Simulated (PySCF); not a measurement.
Run record: excited-state job, `C(C[C@H]1CC[CH2][AlH]1)=C`.

Computed with TDDFT B3LYP/def2-SVPD, vertical, gas phase, core orbitals frozen in the response (PySCF 2.14.0, density-fitted response routines). Geometry: PBE0-D3(BJ)/def2-SVP. The command runs a driver script over a list of jobs; the input below is this job's line of settings and its coordinates in Å.

Command:
```bash
OMP_NUM_THREADS=1 python probes_run.py task.json out
```

Input:
```
{"job": {"kind": "uv", "xc": "B3LYP", "basis": "def2-SVPD", "ip": true}, "charge": 0, "multiplicity": 1}
C      0.929605     1.782366    -1.468618
C      1.304822     0.626877    -0.885125
C      0.765941    -0.723916    -1.275165
C     -0.616649    -0.932002    -0.607239
C     -0.532334    -1.570718     0.788392
C     -0.013404    -0.597000     1.860811
C     -0.764212     0.744036     1.807185
Al    -1.138537     0.945358    -0.123431
H      1.281108     2.750011    -1.099957
H      0.314427     1.790689    -2.375914
H      1.959345     0.682749    -0.006533
H      1.484497    -1.516780    -0.999220
H      0.648631    -0.753226    -2.370318
H     -1.249437    -1.544726    -1.265904
H      0.085907    -2.489370     0.779857
H     -1.549069    -1.893008     1.079803
H     -0.073055    -1.073983     2.855136
H      1.064777    -0.421803     1.691809
H     -1.743734     0.645929     2.315459
H     -0.231931     1.549617     2.336951
H     -2.018851     2.044790    -0.873938
```

Output:
```
coarse grid: 17288 points
cycle   1  E = -516.5393213498  dE =  6.152e-01  |g| = 5.820e-01  |ddm| = 8.043e+00
cycle   2  E = -516.4342638657  dE =  1.051e-01  |g| = 8.452e-01  |ddm| = 2.453e+00
cycle   3  E = -516.6343474561  dE = -2.001e-01  |g| = 1.036e-01  |ddm| = 1.445e+00
cycle   4  E = -516.6366290155  dE = -2.282e-03  |g| = 5.273e-02  |ddm| = 3.224e-01
cycle   5  E = -516.6373087570  dE = -6.797e-04  |g| = 1.524e-02  |ddm| = 9.885e-02
cycle   6  E = -516.6373674545  dE = -5.870e-05  |g| = 3.858e-03  |ddm| = 3.560e-02
cycle   7  E = -516.6373717567  dE = -4.302e-06  |g| = 6.594e-04  |ddm| = 9.596e-03
final grid: 160184 points
cycle   8  E = -516.7303113003  dE = -6.741e-05  |g| = 6.207e-03  |ddm| = 2.523e-01
cycle   9  E = -516.7303026861  dE =  8.614e-06  |g| = 8.352e-03  |ddm| = 2.558e-02
cycle  10  E = -516.7303218001  dE = -1.911e-05  |g| = 9.947e-04  |ddm| = 1.364e-02
cycle  11  E = -516.7303220384  dE = -2.383e-07  |g| = 3.582e-04  |ddm| = 2.820e-03
cycle  12  E = -516.7303220696  dE = -3.124e-08  |g| = 1.066e-04  |ddm| = 6.802e-04
cycle  13  E = -516.7303220724  dE = -2.791e-09  |g| = 3.183e-05  |ddm| = 2.654e-04
cycle  14  E = -516.7303220727  dE = -2.693e-10  |g| = 6.343e-06  |ddm| = 8.189e-05
converged SCF energy = -516.7303220727

Static polarisability (au): isotropic 108.808, principal 96.475 107.805 122.143

Singlet excitations
state   eV       nm        f      main configurations
  1   4.1416    299.4   0.00061   H->L 0.99
  2   5.0093    247.5   0.01183   H-1->L 0.98
  3   5.4327    228.2   0.00533   H->L+1 0.95
  4   5.8236    212.9   0.00668   H->L+2 0.97
  5   6.0019    206.6   0.03386   H-2->L 0.74, H->L+3 0.10
  6   6.1930    200.2   0.02652   H->L+3 0.63, H-1->L+1 0.31
  7   6.2722    197.7   0.03850   H-1->L+1 0.56, H->L+3 0.21, H-2->L 0.09
  8   6.4272    192.9   0.01308   H->L+4 0.65, H->L+5 0.24
  9   6.5072    190.5   0.00648   H->L+5 0.64, H->L+4 0.22
 10   6.5507    189.3   0.00093   H-4->L 0.73, H-3->L 0.21

Triplet excitations (Tamm-Dancoff, eV): 4.0232 4.3114 4.8757 5.1925
Vertical ionisation energy (delta-SCF) = 8.2603 eV
```

The SCF starts on a coarse grid where the log names one; the energy can jump when the final grid takes over, and dE then counts from the start density on the new grid. H and L stand for HOMO and LUMO; the number after each pair is its weight.

Give S1 in cm⁻¹ and kJ/mol.

4.1416 eV × 8065.54 = 33404 cm⁻¹; × 96.485 = 399.6 kJ/mol.

Give the mean polarisability as a volume in Å³, and the ratio of the largest to the smallest principal value.

108.808 au × 0.148185 = 16.12 Å³; 122.143/96.475 = 1.27.

Main results: HOMO -6.31 eV, LUMO -1.20 eV; lowest singlet 4.14 eV; lowest triplet 4.02 eV (Tamm–Dancoff); mean polarisability 108.8 au.

Estimate the wall time. Hardware: one thread of an Arm Neoverse V2 (shared host). And the peak memory of the process?

About 4.4 min, with 1.1 GiB resident at the peak, the Python interpreter and its libraries included.

One conformer stands for the species.
Labels such as C1 count atoms from 1, the log's own numbers from 0.
